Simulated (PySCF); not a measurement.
These are PySCF 2.14.0 with B3LYP-D3(BJ)/def2-TZVP // PBE0-D3(BJ)/def2-SVP values and carry that method's errors. All species are isolated molecules in the gas phase. One relaxed conformer stands for a flexible species; it need not be the lowest. B3LYP has the VWN-RPA correlation part, as in Gaussian. Excitations are Tamm–Dancoff values on a coarser integration grid. The basis has no diffuse functions, so Rydberg states are missing or too high.

Reference species (SMILES): `C[O][Ge]([O]C)([O]C)[O]C` (neutral, multiplicity 1).

```json
{
 "HOMO–LUMO gap": "7.75 eV",
 "T1 excitation (TDA)": "6.24 eV"
}
```

Changed species: `C[O][Ge]([I])([I])[I]` (C–O–Ge–I torsion 180°) (3 of 4 OCH3 replaced by I; the reference has 0 of 4 OCH3 replaced by I).

Q: Predict the effect on the HOMO–LUMO gap and T1 excitation (TDA).

A: the HOMO–LUMO gap falls by 3.38 eV, to 4.37 eV; the T1 excitation (TDA) decreases by 3.08 eV, to 3.16 eV.
